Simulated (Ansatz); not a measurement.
Born–Oppenheimer molecular dynamics of BCl$_{2}$FH$_{2}$ (6 atoms, charge 0, multiplicity 1). It starts at the highest image of a converged band, a first-order saddle point between two minima.

Theory: Ansatz, RKS BLYP/def2-SVP.

```json
{
 "ensemble": "NVE (velocity Verlet)",
 "time step": "0.5 fs",
 "steps asked": "200",
 "starting velocities drawn for": "100 K",
 "seed": "8266"
}
```

Frames 0.5 fs apart, positions in Å, forces in eV/Å.

Velocities at 50.0 fs (Å/ps):

```
B -3.42 16.64 -7.58
H -9.33 36.00 -41.62
F -2.20 4.02 -1.86
Cl 3.30 1.84 0.57
Cl -0.77 -8.61 5.31
H -1.38 -52.36 -48.88
```

```xyz
6
Properties=species:S:1:pos:R:3:forces:R:3 time_fs=50.0 energy_less_start_eV=-0.813 T=1672
B 0.030 0.602 0.005 -0.23 0.28 -0.48
H 0.133 1.412 0.919 -0.01 -0.45 -0.23
F 1.073 0.014 -0.558 0.44 0.12 0.36
Cl -1.503 0.272 -0.827 -0.20 0.21 0.27
Cl -0.214 -2.517 0.835 -0.04 0.59 -0.72
H -0.187 -3.417 1.728 0.04 -0.75 0.80
6
Properties=species:S:1:pos:R:3:forces:R:3 time_fs=50.5 energy_less_start_eV=-0.810 T=1668
B 0.028 0.611 0.001 -0.14 0.18 -0.63
H 0.128 1.429 0.898 0.02 -0.36 -0.10
F 1.072 0.016 -0.559 0.39 0.15 0.41
Cl -1.502 0.273 -0.827 -0.26 0.19 0.25
Cl -0.214 -2.521 0.838 -0.05 0.65 -0.75
H -0.187 -3.444 1.704 0.04 -0.81 0.83
6
Properties=species:S:1:pos:R:3:forces:R:3 time_fs=51.0 energy_less_start_eV=-0.811 T=1668
B 0.027 0.619 -0.003 -0.06 0.06 -0.78
H 0.123 1.446 0.877 0.05 -0.27 0.03
F 1.071 0.018 -0.560 0.35 0.19 0.46
Cl -1.500 0.274 -0.827 -0.33 0.17 0.22
Cl -0.215 -2.526 0.841 -0.04 0.63 -0.68
H -0.188 -3.473 1.683 0.04 -0.78 0.75
6
Properties=species:S:1:pos:R:3:forces:R:3 time_fs=51.5 energy_less_start_eV=-0.813 T=1672
B 0.025 0.627 -0.007 0.03 -0.06 -0.94
H 0.119 1.462 0.856 0.08 -0.16 0.17
F 1.070 0.020 -0.560 0.30 0.22 0.51
Cl -1.498 0.275 -0.827 -0.40 0.15 0.19
Cl -0.215 -2.530 0.843 -0.04 0.50 -0.54
H -0.188 -3.503 1.663 0.03 -0.65 0.61
6
Properties=species:S:1:pos:R:3:forces:R:3 time_fs=52.0 energy_less_start_eV=-0.814 T=1674
B 0.023 0.636 -0.012 0.11 -0.18 -1.08
H 0.114 1.477 0.835 0.11 -0.05 0.30
F 1.069 0.022 -0.561 0.26 0.25 0.55
Cl -1.497 0.276 -0.826 -0.47 0.13 0.16
Cl -0.215 -2.534 0.846 -0.03 0.29 -0.34
H -0.189 -3.536 1.645 0.03 -0.44 0.41
6
Properties=species:S:1:pos:R:3:forces:R:3 time_fs=52.5 energy_less_start_eV=-0.813 T=1671
B 0.021 0.644 -0.016 0.20 -0.30 -1.20
H 0.110 1.493 0.815 0.13 0.05 0.41
F 1.069 0.024 -0.562 0.22 0.29 0.59
Cl -1.495 0.277 -0.826 -0.54 0.11 0.13
Cl -0.216 -2.538 0.848 -0.03 0.03 -0.12
H -0.189 -3.570 1.627 0.02 -0.17 0.19
6
Properties=species:S:1:pos:R:3:forces:R:3 time_fs=53.0 energy_less_start_eV=-0.807 T=1659
B 0.020 0.652 -0.021 0.28 -0.40 -1.29
H 0.107 1.508 0.795 0.16 0.13 0.51
F 1.068 0.026 -0.562 0.18 0.32 0.62
Cl -1.494 0.278 -0.825 -0.62 0.08 0.10
Cl -0.216 -2.542 0.850 -0.02 -0.26 0.09
H -0.189 -3.603 1.611 0.01 0.13 -0.03
6
Properties=species:S:1:pos:R:3:forces:R:3 time_fs=53.5 energy_less_start_eV=-0.796 T=1640
B 0.018 0.661 -0.026 0.37 -0.47 -1.35
H 0.103 1.524 0.777 0.17 0.19 0.57
F 1.067 0.028 -0.563 0.15 0.35 0.65
Cl -1.492 0.279 -0.825 -0.69 0.06 0.07
Cl -0.217 -2.546 0.853 -0.01 -0.56 0.29
H -0.189 -3.637 1.594 0.00 0.43 -0.23
6
Properties=species:S:1:pos:R:3:forces:R:3 time_fs=54.0 energy_less_start_eV=-0.783 T=1614
B 0.016 0.669 -0.032 0.45 -0.51 -1.37
H 0.100 1.540 0.761 0.19 0.23 0.60
F 1.066 0.030 -0.563 0.13 0.37 0.67
Cl -1.491 0.280 -0.825 -0.76 0.04 0.04
Cl -0.217 -2.550 0.855 0.00 -0.83 0.45
H -0.190 -3.670 1.576 0.00 0.70 -0.40
6
Properties=species:S:1:pos:R:3:forces:R:3 time_fs=54.5 energy_less_start_eV=-0.768 T=1585
B 0.015 0.677 -0.038 0.53 -0.51 -1.35
H 0.098 1.557 0.746 0.20 0.22 0.60
F 1.065 0.033 -0.564 0.11 0.39 0.69
Cl -1.490 0.281 -0.824 -0.84 0.01 0.00
Cl -0.217 -2.555 0.858 0.00 -1.07 0.58
H -0.190 -3.700 1.558 -0.01 0.94 -0.52
6
Properties=species:S:1:pos:R:3:forces:R:3 time_fs=55.0 energy_less_start_eV=-0.754 T=1558
B 0.014 0.685 -0.044 0.61 -0.47 -1.29
H 0.096 1.575 0.732 0.21 0.19 0.56
F 1.064 0.035 -0.564 0.10 0.41 0.70
Cl -1.488 0.282 -0.824 -0.91 -0.01 -0.03
Cl -0.218 -2.559 0.861 0.01 -1.26 0.66
H -0.190 -3.729 1.538 -0.01 1.14 -0.61
6
Properties=species:S:1:pos:R:3:forces:R:3 time_fs=55.5 energy_less_start_eV=-0.743 T=1537
B 0.012 0.692 -0.050 0.69 -0.40 -1.19
H 0.094 1.592 0.720 0.21 0.12 0.50
F 1.063 0.037 -0.564 0.09 0.43 0.71
Cl -1.487 0.283 -0.824 -0.98 -0.03 -0.07
Cl -0.218 -2.563 0.863 0.01 -1.41 0.71
H -0.190 -3.755 1.517 -0.02 1.29 -0.66
```

Of the whole run (100 fs, mean temperature of the second half 1667 K): The conserved energy stayed within 0.092 meV per atom of its start (net change -0.051 meV per atom), so the integration is sound. The kinetic energy rose, since the run started high on the potential surface and went downhill. It ends in pieces (BClFH + ClH), so much of that is their flight and rotation, not heat. A run of 0.1 ps of so small a system gives no equilibrium averages. The orbitals stay closed-shell, which can raise the energy where a bond breaks towards radicals; this wasn't checked here.

The run took 4.6 min on 1 thread of Arm Neoverse V2, on a shared host, peak memory 0.12 GiB.
